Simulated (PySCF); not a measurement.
# UHF on Ga⁶⁺ (gallium, charge +6)

Configuration: [Ar] 3d7, high-spin 4F determinant. Computed with PySCF 2.14 in an uncontracted even-tempered set (21 s from 0.19 bohr⁻², ratio 2.5; 14 p from 0.24 bohr⁻², ratio 2.5; 10 d from 0.24 bohr⁻², ratio 2.5; 5 f from 2.2 bohr⁻², ratio 2.7; 4 g from 3.3 bohr⁻², ratio 2.7), with the spin-free X2C one-electron Hamiltonian (Gaussian nucleus).

```
Total energy             : -1930.869822 hartree
One-electron energy      : -2583.9147 hartree
Hartree (Coulomb) energy : 724.5069 hartree
Exchange energy          : -71.4620 hartree
⟨S²⟩                     : 3.7521
⟨L²⟩                     : 12.017
Sum of ⟨r⟩               : 11.56 bohr
Sum of ⟨r²⟩              : 8.121 bohr²
```

```
shell  electrons  mean orbital energy (eV)  spread (eV)  rms radius, mean of both spins (bohr)
 1s α          1                  -10561.6            0                                 0.0560
 1s β          1                  -10561.6            0                                 0.0560
 2s α          1                   -1465.4            0                                  0.235
 2s β          1                   -1460.6            0                                  0.235
 2p α          3                   -1287.2            0                                  0.211
 2p β          3                   -1282.5            0                                  0.211
 3s α          1                   -296.80            0                                  0.678
 3s β          1                   -286.43            0                                  0.678
 3p α          3                   -240.40            0                                  0.702
 3p β          3                   -227.93            0                                  0.702
 3d α          5                   -147.90        2.086                                  0.742
 3d β          2                   -142.66            0                                  0.742
```

Densities and radii are taken from the X2C orbitals without a picture-change correction, which distorts them close to the nucleus.

Spin-orbit constants ζ (cm⁻¹) from the X2C one-electron operator on these orbitals: bare nucleus, nucleus screened by l(l+1)(2l+1)/3 electrons, and screened by the Breit-Pauli mean field of the electrons.

```csv
shell,bare,screened nucleus,mean field
2p,154200,144200,139700
3p,22010,20590,19840
3d,2645,1792,1672
```

To first order the Landé constant is A = -557.5 cm⁻¹, so the lowest level has J = 9/2 and lies 0.311 eV below the centre of the term. This holds in LS coupling only.
